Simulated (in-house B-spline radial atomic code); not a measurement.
Radial electron density of Ru²⁺, [Kr] 4d6. Level of theory: scalar-relativistic (X2C) HSE06, spin-polarised, spherical fractional occupations, Fermi nucleus of rms radius 4.4809 fm; calculated with a radial B-spline atomic code at the basis-set limit.

Caution: exact exchange at fractional occupations of open shells leaves self-interaction of up to several eV.

One-electron X2C: radii and densities carry no picture-change correction, so inner-shell <1/r> comes out high (for 1s by about 2 % at Z = 33, 5 % at 54, 10 % at 75, 30 % at 118) and <r> low.

Columns: r (bohr), 4πr²n(r) (electrons per bohr), bar.

```
 0.00101    1.396 #
 0.00124     1.96 #
 0.00151    2.703 ##
 0.00184    3.716 ##
 0.00225    5.108 ###
 0.00275    6.966 ####
 0.00336    9.412 ######
 0.00411     12.6 ########
 0.00502    16.61 ##########
 0.00613    21.53 ##############
 0.00749    27.37 #################
 0.00915    33.94 #####################
  0.0112    40.92 ##########################
  0.0137    47.52 ##############################
  0.0167    52.75 #################################
  0.0204     55.8 ###################################
  0.0249    55.94 ###################################
  0.0304     53.4 ##################################
  0.0371    49.65 ###############################
  0.0454    47.32 ##############################
  0.0554    49.17 ###############################
  0.0677    55.95 ###################################
  0.0827    64.75 #########################################
   0.101    69.75 ############################################
   0.123    66.36 ##########################################
   0.151    55.56 ###################################
   0.184    46.24 #############################
   0.225    45.59 #############################
   0.275    51.85 #################################
   0.336    54.09 ##################################
    0.41    44.82 ############################
   0.501    28.64 ##################
   0.612    16.59 ##########
   0.747    13.28 ########
   0.913    14.13 #########
    1.12    13.16 ########
    1.36    9.623 ######
    1.66    5.565 ####
    2.03    2.657 ##
    2.48    1.078 #
    3.03   0.3599 
     3.7    0.093 
    4.53   0.0162 
    5.53 0.001816
```

On this grid the curve has 4 maxima, near 0.0249, 0.101, 0.336, 0.913 bohr.

The 4p up radial function P(r) = rR(r), positive near the nucleus:

| r (bohr) | P |
| --- | --- |
| 0.00151 | 0.001375 |
| 0.00225 | 0.002732 |
| 0.00336 | 0.005489 |
| 0.00502 | 0.01105 |
| 0.00749 | 0.02202 |
| 0.0112 | 0.04324 |
| 0.0167 | 0.08174 |
| 0.0249 | 0.1462 |
| 0.0371 | 0.2386 |
| 0.0554 | 0.3361 |
| 0.0827 | 0.3597 |
| 0.123 | 0.1876 |
| 0.184 | -0.2172 |
| 0.275 | -0.5557 |
| 0.41 | -0.3189 |
| 0.612 | 0.49 |
| 0.913 | 1.061 |
| 1.36 | 0.8392 |
| 2.03 | 0.3176 |
| 3.03 | 0.05225 |
| 4.53 | 0.002766 |
